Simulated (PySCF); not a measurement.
# How the method changes the constants of ScO

State: ²Σ⁺ (doublet), unpaired electrons σ ↑. Set-up: PySCF, spin-free X2C with a Gaussian nucleus, basis sets Sc x2c-TZVPPall, O x2c-TZVPPall. De refers to Sc (3d1 4s2) + O in their high-spin ground configurations, without counterpoise correction. The functionals are run spin-unrestricted. A positive dipole means Sc(−)O(+). Levels whose curve was spin-contaminated or gave no clean fit are not listed.

```tsv
Level	Re (Å)	ωe (cm⁻¹)	De (eV)	μ (D)
UHF	1.653	1055	n/a	-4.48
UHF-CCSD	1.668	1019	6.18	n/a
LDA	1.647	1014	9.06	-3.70
PBE	1.666	980	7.87	-3.62
r²SCAN	1.659	1006	7.44	-3.66
TPSSh	1.662	1002	7.09	-3.65
B3LYP	1.661	1005	6.94	-4.06
PBE0	1.648	1028	6.94	-3.78
M06-2X	1.650	1048	6.48	-4.33
ωB97M-V	1.650	1032	6.66	-3.89
```

The bond length runs from 1.647 Å (LDA) to 1.668 Å (UHF-CCSD). De spans 6.18 eV (UHF-CCSD, coupled cluster) to 9.06 eV (LDA, local density).

Correlated steps freeze 6 core orbitals. The metal atom is held in its measured ground configuration; semilocal functionals can put another filling of s and d lower by some tenths of an eV, and De to that atom would be smaller. The state is the lowest single determinant that the PBE0 search found; with open d or f shells the true ground state can be another one.

The whole job (state search and all levels along the bond) took about 25 min on 1 thread of Intel Xeon Platinum 8259CL @ 2.50GHz (shared host), peak memory 4 GiB.
